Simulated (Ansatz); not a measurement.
Basis-set extrapolation for AlH8NSSi2, SMILES `N[SiH2][AlH][SiH2]S` (PBE0-D4/def2-TZVP geometry, frozen core, Ansatz). Multiplicity 1, RHF reference.

|  | def2-TZVPP | def2-QZVPP |
| --- | --- | --- |
| HF | -1276.524659 | -1276.563384 |
| MP2 correlation | -0.728175 | -0.784375 |
| CCSD(T) correlation | -0.835614 | not run |

Energies in hartree. Use E(X) = E(∞) + A·exp(−7.88·√X) for Hartree–Fock and E(X) = E(∞) + B·X^(−2.97) for correlation, with X = 3 and 4, and add CCSD(T) minus MP2 of the smaller set to the MP2 limit.

Task: What is the CCSD(T) energy at the basis-set limit?

Result: HF limit: -1276.563384 + (-0.038725) × 0.13774 = -1276.56872. MP2 limit: -0.784375 + (-0.056200) × 0.74074 = -0.82600. Higher-order term: -0.835614 − (-0.728175) = -0.10744. Total: -1277.50216 hartree, 3.86 eV below CCSD(T)/def2-TZVPP.
